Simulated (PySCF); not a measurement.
CdMe(CN), C2H3CdN (singlet state).
Structure used (PBE0-D3(BJ)/def2-SVP), in Å, numbered top down from 1:
```xyz
7
C2H3CdN angstrom
Cd     0.0036    0.0082   -0.5993
C     -0.0037   -0.0148    1.4905
H      0.7698    0.6586    1.8873
H      0.1940   -1.0310    1.8618
H     -0.9815    0.3126    1.8728
C      0.0061    0.0263   -2.6755
N      0.0118    0.0400   -3.8377
```

Computed with TDDFT B3LYP/def2-SVPD, vertical, gas phase, core orbitals frozen in the response, def2 core potentials past Kr in PySCF. Spin–orbit coupling is left out.

Transition dipole moments from the ground state, in atomic units and in the frame of the coordinates above (overall signs are arbitrary), for the states with f of 0.002 or more among the lowest 9:

```
state  E (hartree)      μx      μy      μz
   S1       0.2200  -0.344  -0.283   0.005
   S2       0.2200  -0.283   0.343   0.002
   S6       0.2574  -0.001  -0.010   1.102
   S7       0.2633   0.385   0.320  -0.029
   S8       0.2633   0.320  -0.385  -0.002
   S9       0.2688   0.008  -0.002   1.300
```

**Question.** What oscillator strength does each state have?

**Answer.** f = (2/3) ΔE |μ|² with ΔE in hartree (27.2114 eV).

```tsv
state	|μ|² (au)	|μ| (D)	f
S1	0.198	1.13	0.029
S2	0.198	1.13	0.029
S6	1.215	2.80	0.209
S7	0.251	1.27	0.044
S8	0.250	1.27	0.044
S9	1.691	3.31	0.303
```

**Question.** Label these states by symmetry in C3v.

**Answer.** Polarised along the main axis, so A1: S6 and S9. Polarised across the main axis, so E: S1, S2, S7 and S8.

**Question.** What angle do the transition dipoles of S6 and S9 make?

**Answer.** |cos θ| = |μa·μb| / (|μa| |μb|) = 1.00, so θ ≈ 1° (taken between 0 and 90°, since the signs are arbitrary).

**Question.** What peak molar absorption coefficient would the strongest computed level give as a lone Gaussian band 0.4 eV wide at half height?

**Answer.** ε(max) = 2.175×10⁸ f / FWHM, with the width in cm⁻¹. S9: 2.175×10⁸ × 0.3031 / 3226 ≈ 20000 L mol⁻¹ cm⁻¹.

S1/S2 and S7/S8 coincide within about 0.01 eV; within a degenerate level the directions of the single components are arbitrary.

The vertical ionisation energy (ΔSCF) is 10.61 eV, 3.30 eV above S9.
